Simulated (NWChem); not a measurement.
# GaH3S; SMILES [SH][GaH2]

```xyz
5

Ga    -0.0151    -0.7883     0.0000
H      1.3724    -1.5017     0.0000
H     -1.4208    -1.4693     0.0000
S      0.0737     1.4134     0.0000
H     -1.2651     1.5947     0.0000
```
Atoms are numbered in this order, from 1.

Results from NWChem. Geometry: optimised at PBE0/def2-SVP. Vzz is the largest principal value of the second derivative of the potential at the nucleus (NWChem prints the opposite sign); η is the asymmetry. Non-relativistic.

```
level                   Vzz Ga1 (a.u.)  η Ga1  Vzz S4 (a.u.)  η S4
----------------------  --------------  -----  -------------  ----
PBE0/cc-pVTZ                     3.030   0.42          1.488  0.75
PBE0/def2-SVP                    2.627   0.48          1.543  0.76
Hartree-Fock/cc-pVTZ             3.222   0.40          1.712  0.64
Hartree-Fock/def2-TZVP               …   0.42              …  0.62
```

### Question
Some entries are withheld; supply them.

### Answer

- Hartree-Fock/def2-TZVP, Vzz Ga1 (a.u.): 3.484
- Hartree-Fock/def2-TZVP, Vzz S4 (a.u.): 1.882
